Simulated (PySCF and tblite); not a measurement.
Results of a calculation; reference values are marked as such.
System: C7H6N2, numbered as in [cH:1]1[cH:2][cH:3][c:4]2[nH:5][n:6][cH:7][c:8]2[cH:9]1.

Geometries: B3LYP-D3(BJ)/def2-SVP; energies: B3LYP/pcSseg-1 + D3(BJ), IEF-PCM tetrahydrofuran; zero-point and thermal terms from GFN2-xTB harmonic modes (soft modes blended into free rotors). Rate constants are transition-state-theory values, counting equivalent paths, without tunnelling. Programs: tblite and PySCF.

Tunnelling of the moving H, left out here, will speed the real process. In real samples such hydrogens mostly exchange between molecules or through solvent, far faster than by this path.

(1) What barrier does the shift of H on N5 from N5 to N6 meet, and how fast is it at 298 K?

Results:

(1) The electronic barrier is 54.9 kcal/mol and ΔG‡(298 K) 50.8 kcal/mol, over a C1 saddle with an imaginary mode of 1626i cm⁻¹ (GFN2-xTB). With 2 equivalent paths, k is 7.2×10⁻²⁵ s⁻¹. The end lies 4.0 kcal/mol above the start in free energy.
